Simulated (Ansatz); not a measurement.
Reaction R1 → P1 + P2, each structure at its B3LYP-D3(BJ)/def2-TZVP stationary point, reached from a drawn start (curvature not checked).
R1: Cl3Tl (SMILES [Cl][Tl]([Cl])[Cl]), charge 0, multiplicity 1.
P1: ClTl (SMILES [Cl][Tl]), charge 0, multiplicity 1.
P2: Cl2 (SMILES ClCl), charge 0, multiplicity 1.

P less R. No zero-point or thermal terms; no spin–orbit coupling.

Cores are frozen in the correlated methods. In cc and def2 sets filled d and f shells under p-block atoms count as core.

Codes used: Ansatz (a quantum-chemistry and plane-wave program). No computed number here is a measurement. Elements past Kr take the def2 small-core potentials, without spin–orbit coupling.

Total energies in hartree:

| structure | PBE/def2-TZVPP | PBE0/def2-TZVPP | CCSD(T)/def2-QZVPP |
|---|---|---|---|
| R1 | -1552.727121 | -1552.796417 | -1550.946500 |
| P1 | -632.660325 | -632.657435 | -631.407825 |
| P2 | -920.021287 | -920.089172 | -919.481114 |

Work out the reaction energy at each level in eV (1 hartree = 27.21139 eV), and say how far PBE/def2-TZVPP lies from CCSD(T)/def2-QZVPP.


- PBE/def2-TZVPP: (-632.660325) + (-920.021287) − (-1552.727121) = 0.045509 hartree = 1.238 eV
- PBE0/def2-TZVPP: (-632.657435) + (-920.089172) − (-1552.796417) = 0.049810 hartree = 1.355 eV
- CCSD(T)/def2-QZVPP: (-631.407825) + (-919.481114) − (-1550.946500) = 0.057561 hartree = 1.566 eV
PBE/def2-TZVPP less CCSD(T)/def2-QZVPP: -0.328 eV. CCSD(T)/def2-QZVPP is the level counted from, the highest shown, and no exact or measured value.
